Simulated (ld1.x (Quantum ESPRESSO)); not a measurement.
**u(r) = r·R(r): atom against pseudo-atom (dysprosium (Dy))**

Columns: radius, all-electron u(r) and pseudo u(r) of the 6s shell (level -4.29 eV) of dysprosium in the configuration [Xe] 4f9 5d1 6s2 6p0; PBEsol, scalar-relativistic, TM scheme, ld1.x (Quantum ESPRESSO) 7.5.

```csv
r (bohr),all-electron,pseudo
0.205,0.0937,-0.0343
0.410,-0.1628,-0.0664
0.615,0.0045,-0.0944
0.820,0.2085,-0.1175
1.025,0.2645,-0.1369
1.230,0.2001,-0.1559
1.435,0.0751,-0.1797
1.640,-0.0666,-0.2142
1.845,-0.2000,-0.2647
2.050,-0.3139,-0.3317
2.255,-0.4046,-0.4065
2.460,-0.4730,-0.4730
2.665,-0.5213,-0.5213
2.870,-0.5527,-0.5527
3.075,-0.5698,-0.5698
3.280,-0.5752,-0.5752
3.485,-0.5710,-0.5710
3.690,-0.5593,-0.5593
3.895,-0.5418,-0.5418
4.100,-0.5198,-0.5198
4.305,-0.4947,-0.4947
4.510,-0.4675,-0.4675
4.715,-0.4391,-0.4391
4.920,-0.4102,-0.4102
5.125,-0.3813,-0.3813
5.330,-0.3529,-0.3529
```

Task: How many radial nodes do the two functions have?

Result: The all-electron 6s function has n − l − 1 = 5 (the table is too coarse to show those close to the nucleus); the pseudo-wave has 0, since the states of the same l below it are removed with the core.

Task: At about which radius was the pseudo-wave matched?

Result: 2.55 bohr, where the columns begin to agree (steps of 0.20 bohr).

Task: Where does each function peak?

Result: Outermost all-electron maximum near 3.28 bohr, pseudo maximum near 3.28 bohr (to the table’s step).

Task: Is the pseudo-wave norm-conserving?

Result: Yes: the TM scheme keeps the norm inside the radius equal to the all-electron one, which fixes the energy derivative of the logarithmic derivative at the level.
